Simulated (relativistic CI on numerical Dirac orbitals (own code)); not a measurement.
**Sensitivity of the levels of Sm XLV to α and to the nuclear radius**

Computed by Dirac-Coulomb-Breit CI, KLI orbitals optimised for each configuration, derivatives by finite differences, unscaled Slater integrals, QED left out (own radial code, finite nucleus).

Configurations in the expansion (outside the closed core [Ne]): 3s2 3p6, 3s2 3p5 3d, 3s 3p6 3d, 3p6 3d2, 3p5 3d3. Double excitations out of closed p, d and f shells are left out; levels of such configurations are missing from the list, as are those of other unlisted configurations, and high levels can miss mixing partners.

With x = (α/α₀)² − 1 an excitation energy changes as ω = ω₀ + qx; K = 2q/ω₀ is the relative enhancement. Terms are leading LS components, so labels can repeat. The field-shift factor is F = δν/δ⟨r²⟩ for the transition from the lowest level.

Lowest level 3s2 3p6 1S_0.

```
           Level  ω₀ (cm⁻¹)   q (cm⁻¹)       K  F (GHz/fm²)
3s2 3p5 3d 3P°_0    1518999      60390  0.0795         7.24
3s2 3p5 3d 3P°_1    1582342      79570   0.101          7.5
3s2 3p5 3d 3F°_3    1623250      58630  0.0722         7.39
3s2 3p5 3d 3D°_2    1647982      64630  0.0784         7.45
3s2 3p5 3d 3F°_4    1846887     329900   0.357           11
3s2 3p5 3d 1D°_2    1880102     336200   0.358         10.7
3s2 3p5 3d 3D°_3    1957004     333300   0.341         11.3
3s2 3p5 3d 3D°_1    2138424     384700    0.36         6.15
3s2 3p5 3d 3F°_2    2790770   1.41e+06    1.01        -74.3
3s2 3p5 3d 1P°_1    3065121  1.369e+06   0.893        -69.3
3s2 3p5 3d 3P°_2    3070040  1.685e+06     1.1        -70.4
3s2 3p5 3d 3F°_3    3102342  1.689e+06    1.09        -70.8
  3s 3p6 3d 3D_1    4166710  1.601e+06   0.769        -2170
  3s 3p6 3d 3D_2    4204719  1.614e+06   0.768        -2180
  3s 3p6 3d 3D_3    4437478  1.874e+06   0.845        -2170
  3s 3p6 3d 1D_2    4532365  1.876e+06   0.828        -2180
    3p6 3d2 3F_2    8438722   3.21e+06   0.761        -4340
    3p6 3d2 3P_0    8589195  3.229e+06   0.752        -4340
    3p6 3d2 3F_3    8685582  3.479e+06   0.801        -4340
    3p6 3d2 3P_2    8760740  3.476e+06   0.794        -4340
    3p6 3d2 1G_4    8773349  3.492e+06   0.796        -4340
    3p6 3d2 3P_1    8789213  3.484e+06   0.793        -4340
    3p6 3d2 3F_4    8994669  3.736e+06   0.831        -4340
```

At this charge energies of transitions that change n are usually good to better than 1 %, and those within a shell (Δn = 0) to a few per cent.
